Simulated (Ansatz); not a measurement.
`[SiH3][AlH][SH]` + `OB[SiH3]` → `[SiH3]BO[SiH3]` + `[AlH2][SH]` at 700 K and 1 bar (cleavage of the Si–Al bond).

Calculated with Ansatz (gas phase, PBE0-D4/def2-TZVP geometries, no zero-point term in ΔE). CCSD(T)/CBS adds triple-zeta CCSD(T) − MP2 to the extrapolated MP2 energy (def2 sets, frozen cores). This one scheme is used for every species. One conformer a species, not always the lowest.

```json
{"species": "`[SiH3][AlH][SH]`", "CCSD(T)/CBS energy (Eh)": "-931.90162", "H − E (kJ/mol)": "176.3", "S (J/(mol·K))": "443.9"}
{"species": "`OB[SiH3]`", "CCSD(T)/CBS energy (Eh)": "-392.07510", "H − E (kJ/mol)": "194.9", "S (J/(mol·K))": "384.0"}
{"species": "`[SiH3]BO[SiH3]`", "CCSD(T)/CBS energy (Eh)": "-682.38605", "H − E (kJ/mol)": "259.2", "S (J/(mol·K))": "485.8"}
{"species": "`[AlH2][SH]`", "CCSD(T)/CBS energy (Eh)": "-641.61836", "H − E (kJ/mol)": "102.7", "S (J/(mol·K))": "330.6"}
```

H − E and S are ideal-gas, rigid-rotor, harmonic terms from PBE0-D4/def2-TZVP, for one conformer and one mirror image of each species. 1 Eh = 2625.50 kJ/mol, R = 8.31446 J/(mol·K).

Task: By hand: ΔE, ΔH, ΔS and ΔG.

Result: ΔE = (-682.38605) + (-641.61836) − (-931.90162) − (-392.07510) = -0.02769 Eh = -72.7 kJ/mol. Δ(H − E) = 259.2 + 102.7 − 176.3 − 194.9 = -9.3, so ΔH = -82.0 kJ/mol. ΔS = 485.8 + 330.6 − 443.9 − 384.0 = -11.5 J/(mol·K). ΔG = -82.0 − 700 × (-11.5)/1000 = -74.0 kJ/mol.

Task: By hand: the equilibrium constant, and the temperature at which ΔG would vanish if ΔH and ΔS stayed fixed.

Result: log₁₀ K = −ΔG/(RT ln 10) = 5.5. ΔG = 0 at ΔH/ΔS = 7130 K, far beyond where these terms or the molecules hold.

The number of gas molecules stays the same, so ΔS is small and ΔH decides. A doubt of 5 kJ/mol in ΔE shifts log₁₀ K by 0.4 here. Other conformers and mirror images would add mixing entropy, several J/(mol·K) or more a flexible species. Modes under 60 cm⁻¹, often nearly free rotors, make the harmonic entropy too high. These are equilibria of isolated gas molecules and say nothing of rates. Largest T1 diagnostic: 0.014 (customary marks: 0.02 for closed shells, 0.045 for open ones).
